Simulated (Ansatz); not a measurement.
C4H6BCl, SMILES `C=C1BCC1Cl`. Charge 0, multiplicity 1.

| atom | x (Å) | y (Å) | z (Å) |
| --- | --- | --- | --- |
| C1 | -1.811 | 0.585 | -0.539 |
| C2 | -0.592 | 0.072 | -0.409 |
| B3 | 0.806 | 0.217 | -1.069 |
| C4 | 1.468 | -0.201 | 0.305 |
| C5 | 0.063 | -0.653 | 0.745 |
| Cl6 | -0.479 | -0.241 | 2.399 |
| H7 | -2.087 | 1.149 | -1.424 |
| H8 | -2.558 | 0.488 | 0.245 |
| H9 | 1.210 | 0.506 | -2.153 |
| H10 | 2.291 | -0.909 | 0.405 |
| H11 | 1.746 | 0.720 | 0.835 |
| H12 | -0.058 | -1.734 | 0.660 |

Question: Give the diagnostics of a CCSD(T)/def2-TZVPP run (frozen core, Ansatz). (Estimate.)

Answer: The calculation gave: T1 = 0.0110, largest single amplitude 0.017, largest double 0.061, (T) share of the correlation energy 4.5 %, 9 CCSD cycles. The RHF solution is unstable towards an unrestricted one. T1 lies under the customary mark of 0.02 for closed shells.
